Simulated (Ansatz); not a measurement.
Mulliken charges of `O[Si]([SiH3])(Cl)Cl` from r2SCAN/def2-TZVPP in Ansatz (PBE0-D4/def2-TZVP geometry).

```csv
atom,x (Å),y (Å),z (Å),charge (e)
O1,-1.583,1.099,0.101,-0.396
Si2,-0.239,0.504,-0.598,0.645
Si3,0.759,-1.022,0.851,0.163
Cl4,-0.711,-0.393,-2.386,-0.235
Cl5,1.058,2.035,-1.047,-0.235
H6,-2.108,1.747,-0.373,0.205
H7,1.979,-1.552,0.192,-0.046
H8,-0.190,-2.130,1.127,-0.050
H9,1.123,-0.334,2.115,-0.050
```

By hand: the dipole of these point charges (1 e Å = 4.8032 D).

Σ q r = (-0.055, -0.110, 0.272) e Å, of length 0.299 e Å = 1.44 D.

How does the dipole of the full density compare? (An estimate is asked.)

Computed: (-0.148, 0.043, 0.120) e Å, 0.94 D; the point charges give 1.53 times that, at 52° from its direction.

Point charges leave out the atoms' own dipoles, such as those of lone pairs, and Mulliken's split depends on the basis, so the two needn't agree.
